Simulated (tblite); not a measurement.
Compound: C8H6OS.
Atom-mapped SMILES: `[OH:1][c:2]1[s:3][cH:4][c:5]2[cH:6][cH:7][cH:8][cH:9][c:10]12` (hydrogens: H11 on O1; H12 on C4; H13 on C6; H14 on C7; H15 on C8; H16 on C9)

Cartesian coordinates in Å at the GFN2-xTB level; atoms count from 1:
```xyz
16
C8H6OS angstrom
O     -2.8827    1.2474   -0.2220
C     -1.5413    1.2921   -0.0366
S     -0.7962    2.8128    0.2594
C      0.7595    2.0897    0.3732
C      0.7110    0.7315    0.1902
C      1.7773   -0.2044    0.2089
C      1.5158   -1.5210    0.0001
C      0.1963   -1.9853   -0.2342
C     -0.8568   -1.1269   -0.2592
C     -0.6285    0.2570   -0.0493
H     -3.1535    0.3343   -0.3762
H      1.6141    2.7046    0.5662
H      2.7808    0.1502    0.3889
H      2.3195   -2.2421    0.0099
H      0.0382   -3.0414   -0.3936
H     -1.8611   -1.4894   -0.4370
```

Calculated harmonic vibrations of the isolated species, GFN2-xTB (tblite), most abundant isotopes, no scaling. The method is semi-empirical: single wavenumbers can be off by several per cent or more. One conformer, not necessarily the lowest.

Harmonic wavenumbers (cm⁻¹): 143.1, 162.7, 246.7, 272.9, 279.5, 384.4, 408.2, 460.1, 463.8, 503.7, 510.7, 572.8, 657.2, 691.3, 692.0, 759.2, 841.0, 858.3, 880.8, 899.8, 901.2, 918.3, 1052.5, 1098.4, 1120.4, 1164.8, 1183.3, 1221.9, 1247.1, 1341.0, 1366.8, 1432.3, 1468.5, 1531.4, 1546.3, 1613.2, 3044.9, 3078.9, 3087.4, 3096.0, 3175.4, 3507.7.

A = 2312, B = 1046, C = 720.3 MHz; mass 150.014 u (most abundant isotopes); point group Cs, symmetry number 1.

**Question.** Zero-point energy?

**Answer.** Half the sum of the wavenumbers: 24943 cm⁻¹ = 71.31 kcal/mol.

**Question.** Give the ideal-gas entropy at 400 K and 1 bar in the rigid-rotor, harmonic-oscillator model (classical rotation).

**Answer.** Translation 42.41, rotation 30.48, vibration 27.31: S = 100.2 cal/(mol K).

**Question.** And Cp and H(400 K) − H(0)?

**Answer.** Cp = 44.55 cal/(mol K), of which vibrations give 36.60 (their classical limit is 42 R = 83.5); H(400 K) − H(0) = 9.82 kcal/mol without the zero-point energy, 6.64 from vibrations.

**Question.** What must be added to the electronic energy to get the Gibbs energy at 400 K and 1 bar?

**Answer.** ZPE + [H(400 K) − H(0)] − T·S = 71.31 + 9.82 − 40.08 = 41.05 kcal/mol.

**Question.** Blend soft modes into free rotors: weight 1/[1 + (100 cm⁻¹/ν̃)⁴] for the oscillator and the rest for a rotor with moment μB/(μ + B), μ = h/(8π²ν), B = 10⁻⁴⁴ kg m². What vibrational entropy results?

**Answer.** 27.17 cal/(mol K) in place of 27.31, which changes −T·S at 400 K by +0.06 kcal/mol.

**Question.** Which modes carry the vibrational entropy at 400 K?

**Answer.** 143.1 cm⁻¹: 3.33; 162.7 cm⁻¹: 3.08; 246.7 cm⁻¹: 2.29; 272.9 cm⁻¹: 2.10; 279.5 cm⁻¹: 2.06; 384.4 cm⁻¹: 1.49 cal/(mol K); the other 36 give 12.96 together.

**Question.** How do the functions run with temperature in this model?

**Answer.** 
| T (K) | S (cal/(mol K)) | Cp (cal/(mol K)) | H − H(0) (kcal/mol) | G − H(0) (kcal/mol) | ln q(vib) |
| --- | --- | --- | --- | --- | --- |
| 100 | 64.2 | 13.5 | 0.97 | -5.46 | 0.32 |
| 200 | 76.9 | 24.3 | 2.85 | -12.52 | 1.60 |
| 300 | 88.8 | 35.1 | 5.83 | -20.81 | 3.37 |
| 500 | 111.0 | 52.2 | 14.67 | -40.83 | 7.52 |
| 800 | 139.0 | 66.7 | 32.75 | -78.49 | 13.92 |
| 1000 | 154.6 | 72.4 | 46.69 | -107.89 | 17.95 |

q(vib) and H(0) count from the zero-point level.

Hindered rotation and anharmonicity are outside this model. Other conformers, if any are populated, would add a mixing term that is left out.

The run took 0.71 s of wall time on an Arm Neoverse V1 with one thread, on a shared host. The figure is for the frequency step alone.
